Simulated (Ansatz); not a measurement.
Born–Oppenheimer molecular dynamics of a periodic cell of 17 atoms, Cr16B (host Cr, host structure bcc, interstitial B). It goes on from the last frame of an earlier run, with new velocities.

Method: DFT PBE-D3(BJ), scalar-relativistic, plane waves, PAW in Ansatz 0.2.0. Settings: accuracy low, cutoff 420 eV, k mesh 2x2x2, fermi-dirac smearing 0.1 eV, spin collinear.

```json
{"ensemble": "NVE (velocity Verlet)", "time step": "1 fs", "steps asked": "290", "starting velocities drawn for": "1260 K", "seed": "962239"}
```

First frame:

```xyz
17
Lattice="5.7600 0.0000 0.0000 0.0000 5.7600 0.0000 0.0000 0.0000 5.7600" Properties=species:S:1:pos:R:3
Cr -0.086 0.271 0.153
Cr 2.811 0.384 0.228
Cr 0.057 3.164 -0.046
Cr 0.101 0.397 3.057
Cr 1.359 1.752 1.558
Cr 3.020 3.291 0.119
Cr 2.988 0.561 2.900
Cr 4.498 1.860 1.478
Cr 0.146 3.174 3.004
Cr 1.573 4.591 1.549
Cr 1.570 1.716 4.437
Cr 2.967 2.849 2.860
Cr 4.519 4.480 1.461
Cr 4.407 1.773 4.452
Cr 1.468 4.661 4.385
Cr 4.360 4.639 4.463
B 2.875 4.606 3.063
```

Problem. What does the run give?

Solution. All steps were run.

| Quantity | Value |
| --- | --- |
| steps done | 290 |
| time covered | 290 fs |
| mean temperature over the second half | 1016 K |
| spread of the potential energy over the second half | 15.2 meV per atom |
| mean potential energy of the second half above the start | 29.7 meV per atom |

The conserved energy stayed within 0.045 meV per atom of its start (net change 0.0084 meV per atom), so the integration is sound. A run of 0.29 ps of so small a system gives no equilibrium averages. Limits of this set-up: coarse k mesh, a small cell, in which the defect meets its images, low accuracy level.

Problem. What happens to the structure?

Solution. Mean squared displacements from the first frame to the last, about the centre of mass: Cr 0.05 Å², B 0.04 Å². This is one draw of velocities; another would differ in detail.

Problem. How do temperature and energy run in time?

Solution. 
```csv
time (fs),T (K),potential energy less start (eV),conserved less start (meV/atom)
0,1260,0.000,0.00
24,918,0.706,-0.01
48,881,0.783,-0.01
72,1119,0.292,0.00
96,1099,0.333,0.00
120,862,0.823,0.02
144,933,0.677,0.01
168,1119,0.290,-0.02
192,1002,0.534,-0.01
216,1150,0.227,-0.01
240,847,0.855,0.02
264,937,0.668,0.02
288,1201,0.121,0.00
```

The run took 46 min on 4 threads of Intel(R) Xeon(R) Platinum 8488C (Sapphire Rapids), on a shared host, peak memory 1.2 GiB.
